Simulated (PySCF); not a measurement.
## Spinor energies of Ce³⁺ (cerium, charge +3)

Start: [Xe] 4f1; 4f7/2 filled at m_j = +7/2. Calculated with PySCF 2.14 in x2c-TZVPall-2c: generalised Hartree-Fock with the X2C-1e Hamiltonian and a Gaussian nucleus; one run each with spin-orbit coupling (SO) screened by Boettger's factors, then bare. This is a chosen level, not necessarily the ground level.

| spinor shell | electrons | ε, screened SO (eV) | ε, bare SO (eV) | weight of nominal j (bare SO) | rms radius, bare SO (bohr) |
| --- | --- | --- | --- | --- | --- |
| 1s1/2 | 2 | -40662.0 | -40661.6 | 1.000 | 0.0280 |
| 2s1/2 | 2 | -6640.0 | -6639.9 | 1.000 | 0.114 |
| 2p1/2 | 2 | -6256.6 | -6269.0 | 1.000 | 0.0977 |
| 3s1/2 | 2 | -1494.8 | -1494.8 | 1.000 | 0.296 |
| 3p1/2 | 2 | -1331.2 | -1333.7 | 1.000 | 0.288 |
| 3p3/2 | 4 | -1240.5 | -1239.6 | 1.000 | 0.301 |
| 3d3/2 | 4 | -957.13 | -959.60 | 1.000 | 0.272 |
| 3d5/2 | 6 | -938.13 | -936.57 | 1.000 | 0.276 |
| 4s1/2 | 2 | -341.10 | -341.11 | 1.000 | 0.676 |
| 4p1/2 | 2 | -277.63 | -278.20 | 0.997 | 0.699 |
| 4p3/2 | 4 | -258.35 | -258.16 | 0.999 | 0.727 |
| 4d5/2 | 6 | -148.99 | -148.74 | 0.977 | 0.806 |
| 4d3/2 | 4 | -151.71 | -152.15 | 0.965 | 0.794 |
| 5s1/2 | 2 | -73.821 | -73.827 | 1.000 | 1.61 |
| 5p1/2 | 2 | -53.835 | -53.919 | 0.972 | 1.78 |
| 5p3/2 | 4 | -50.745 | -50.719 | 0.986 | 1.85 |
| 4f7/2 | 1 | -37.736 | -37.589 | 1.000 | 1.15 |

Task: Where does 2p3/2 lie, and what is the 2p spin-orbit splitting (bare SO)?

Result: At -5801.5 eV, 467.51 eV above 2p1/2.

```
   quantity  screened SO      bare SO
E (hartree)  -8857.15989  -8857.46721
        M_J          7/2          7/2
       ⟨J²⟩       15.761       15.761
       ⟨L²⟩       12.050       12.054
       ⟨S²⟩        0.791        0.795
```

Each row is a mean over spinors that exchange with the open shell spreads, by up to 7.095 eV (4d5/2).

Breit and QED terms are absent; they matter most for the inner s and p1/2 levels.

Densities and radii are taken from the X2C orbitals without a picture-change correction, which distorts them close to the nucleus.
